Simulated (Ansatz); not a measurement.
Cost and result for the atomization energy of C3H7B2F, SMILES `C=CBB(C)F` (13 atoms, 12 bonds).

```xyz
13

C    -2.5940   -0.2457   -0.9112
C    -1.3119    0.1405   -0.8917
B    -0.5195    0.1850    0.4298
B     1.0993    0.6454    0.5850
C     2.3136   -0.3432    0.5372
F     1.3933    1.9359    0.8096
H    -3.1881   -0.2727   -1.8216
H    -3.0942   -0.5487    0.0042
H    -0.8649    0.4337   -1.8408
H    -1.1211   -0.1817    1.4076
H     3.1833    0.1090    0.0509
H     2.6098   -0.5539    1.5739
H     2.0943   -1.3036    0.0670
```

Total charge 0; spin multiplicity 1. The geometry is a stationary point of PBE0-D4/def2-TZVP. It is one conformer, not always the lowest. Program: Ansatz. All runs use 4 threads of an Arm Neoverse V1 on a shared host. Times are those of one run each, without the atoms' runs, and a repeat can differ threefold. Electronic energies, without spin–orbit coupling; frozen cores. CCSD(T)/CBS adds CCSD(T) − MP2 in def2-TZVPP to the MP2 limit, and its time is that of the two runs behind it. T1 = 0.012; the RHF reference is unstable towards UHF. B3LYP takes the VWN-RPA correlation (the form of Gaussian; ORCA's B3LYP/G).

CCSD(T)/CBS is a level of theory with its own doubt, some kJ/mol a heavy atom from the limit and from the frozen cores, so smaller differences don't rank the functionals.

```json
{"level": "PBE-D4/def2-TZVPP (with forces)", "functions": "284", "wall time": "2.9 s"}
{"level": "PBE0-D4/def2-TZVPP", "functions": "284", "wall time": "3.2 s"}
{"level": "r2SCAN-D4/def2-TZVPP (with forces)", "functions": "284", "wall time": "5.5 s"}
{"level": "B3LYP-D4/def2-TZVPP (with forces)", "functions": "284", "wall time": "5.5 s"}
{"level": "B2PLYP/def2-TZVPP", "functions": "284", "wall time": "7.5 s"}
{"level": "ωB97X-V/def2-TZVPP", "functions": "284", "wall time": "9 s"}
{"level": "ωB97M-V/def2-TZVPP (with forces)", "functions": "284", "wall time": "13 s"}
{"level": "MP2/def2-QZVPP", "functions": "552", "wall time": "36 s"}
{"level": "CCSD(T)/def2-TZVPP", "functions": "284", "wall time": "5 min"}
{"level": "CCSD(T)/CBS(def2)", "functions": "–", "wall time": "5.6 min"}
```

(1) What atomization energy does each give, and how far from CCSD(T)/CBS? (An estimate is asked.)

Answers

(1) The calculation gave: 
```json
{"level": "PBE-D4/def2-TZVPP (with forces)", "atomization (kcal/mol)": "1302.5", "difference from CCSD(T)/CBS": "35.5", "per bond": "3.0"}
{"level": "PBE0-D4/def2-TZVPP", "atomization (kcal/mol)": "1283.7", "difference from CCSD(T)/CBS": "16.7", "per bond": "1.4"}
{"level": "r2SCAN-D4/def2-TZVPP (with forces)", "atomization (kcal/mol)": "1281.7", "difference from CCSD(T)/CBS": "14.7", "per bond": "1.2"}
{"level": "B3LYP-D4/def2-TZVPP (with forces)", "atomization (kcal/mol)": "1277.6", "difference from CCSD(T)/CBS": "10.6", "per bond": "0.9"}
{"level": "B2PLYP/def2-TZVPP", "atomization (kcal/mol)": "1265.4", "difference from CCSD(T)/CBS": "-1.6", "per bond": "-0.1"}
{"level": "ωB97X-V/def2-TZVPP", "atomization (kcal/mol)": "1273.2", "difference from CCSD(T)/CBS": "6.2", "per bond": "0.5"}
{"level": "ωB97M-V/def2-TZVPP (with forces)", "atomization (kcal/mol)": "1277.3", "difference from CCSD(T)/CBS": "10.3", "per bond": "0.9"}
{"level": "MP2/def2-QZVPP", "atomization (kcal/mol)": "1280.0", "difference from CCSD(T)/CBS": "13.0", "per bond": "1.1"}
{"level": "CCSD(T)/def2-TZVPP", "atomization (kcal/mol)": "1241.0", "difference from CCSD(T)/CBS": "-26.0", "per bond": "-2.2"}
{"level": "CCSD(T)/CBS(def2)", "atomization (kcal/mol)": "1267.0", "difference from CCSD(T)/CBS": "0.0", "per bond": "0.0"}
```

The D4 term adds +8.1 kcal/mol with B3LYP and +4.3 kcal/mol with PBE0; it sums over pairs of atoms, weighted by their polarisabilities, and B3LYP, whose exchange is more repulsive, gets the larger term. In def2-TZVPP, CCSD(T) changes the Hartree–Fock value by +258.1 kcal/mol (the triples alone add +16.4 kcal/mol) and MP2 by +281.8 kcal/mol; breaking electron pairs costs correlation energy, which Hartree–Fock lacks. From PBE to PBE0 (25 % exact exchange), in def2-TZVPP and without D4, the atomization energy moves by −18.0 kcal/mol: exact exchange takes away binding that semilocal exchange gives to molecules.
